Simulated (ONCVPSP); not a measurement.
# lead ONCV: all-electron and pseudo phase curves

- Element: lead
- Generator: ONCVPSP 4.0.1
- Type: optimised norm-conserving Vanderbilt (ONCV)
- Functional: PBE
- Relativity: scalar-relativistic
- Frozen core: [Kr] 4d10 4f14
- Valence charge: 22
- Reference configuration: 5s2 5p6 5d10 6s2 6p1 (charge +1)
- Partial waves: 5s+6s: rc 1.50 bohr, ncon 3, nbas 7, qcut 7.3 1/bohr, 2 projectors; 5p+6p: rc 1.50 bohr, ncon 4, nbas 7, qcut 10.3 1/bohr, 2 projectors; 5d: rc 1.30 bohr, ncon 4, nbas 9, qcut 7.5 1/bohr, 2 projectors, debl 0.8 Ha; f scattering state at 0.19 Ha: rc 1.45 bohr, ncon 4, nbas 8, qcut 7.8 1/bohr, 3 projectors, debl 2.7 Ha
- Local potential: polynomial inside 0.80 bohr (lpopt 5, dvloc0 4 Ha)
- Core correction: polynomial model core, fcfact 0.2

In the d channel the program set the typed energies aside and used -1.060, 0.250 Ha.

The phase is arctan(r·R′/R) of the radial function R(r), unwrapped; energies in Ha, scanned from -7 to 5 Ha. A pole is an energy at which the radial function vanishes at the test radius. The pseudo phase is shifted by a multiple of π to meet the all-electron one at the reference energy, and phase errors are pseudo minus all-electron; the curves can meet again beyond the range given. Levels narrower than the energy grid can be missing from the lists of poles. n/a: not evaluated, since a narrow level or a reset projector energy made the automatic matching unsafe.

```
channel  radius (bohr)  reference energy (Ha)  poles, all-electron  poles, pseudo  unbroken range about the reference energy with phases within 0.05 rad  phase error 1 Ha above the reference energy (rad)
      s           1.53                  -0.71                -5.28          -5.28                                                                    n/a                                                n/a
      p           1.53                  -0.36                -2.79          -2.79                                                        the whole range                                             -0.000
      d           1.32                  -1.06                 1.90           1.90                                                        the whole range                                             +0.000
      f           1.47                   0.19          -5.14, 4.61           4.61                                                             above -5.0                                             -0.000
```

Note: ghosts flagged at negative energy: s at -84.3 eV, f at -720.9 eV; GHOST(+) flagged for p at 258.1 eV. A true bound ghost makes a file unfit for plane-wave use.

Phases in the p channel:

```json
{"E (Ha)": "-6.96", "all-electron": "1.277", "pseudo": "1.277"}
{"E (Ha)": "-6.32", "all-electron": "1.233", "pseudo": "1.233"}
{"E (Ha)": "-5.68", "all-electron": "1.161", "pseudo": "1.161"}
{"E (Ha)": "-5.04", "all-electron": "1.009", "pseudo": "1.009"}
{"E (Ha)": "-4.40", "all-electron": "0.477", "pseudo": "0.477"}
{"E (Ha)": "-3.76", "all-electron": "-1.010", "pseudo": "-1.010"}
{"E (Ha)": "-3.12", "all-electron": "-1.478", "pseudo": "-1.478"}
{"E (Ha)": "-2.48", "all-electron": "-1.632", "pseudo": "-1.632"}
{"E (Ha)": "-1.84", "all-electron": "-1.724", "pseudo": "-1.724"}
{"E (Ha)": "-1.20", "all-electron": "-1.803", "pseudo": "-1.803"}
{"E (Ha)": "-0.56", "all-electron": "-1.892", "pseudo": "-1.892"}
{"E (Ha)": "0.08", "all-electron": "-2.015", "pseudo": "-2.015"}
{"E (Ha)": "0.72", "all-electron": "-2.223", "pseudo": "-2.224"}
{"E (Ha)": "1.36", "all-electron": "-2.642", "pseudo": "-2.644"}
{"E (Ha)": "2.00", "all-electron": "-3.376", "pseudo": "-3.381"}
{"E (Ha)": "2.64", "all-electron": "-3.967", "pseudo": "-3.973"}
{"E (Ha)": "3.28", "all-electron": "-4.255", "pseudo": "-4.260"}
{"E (Ha)": "3.92", "all-electron": "-4.403", "pseudo": "-4.409"}
{"E (Ha)": "4.56", "all-electron": "-4.492", "pseudo": "-4.499"}
```
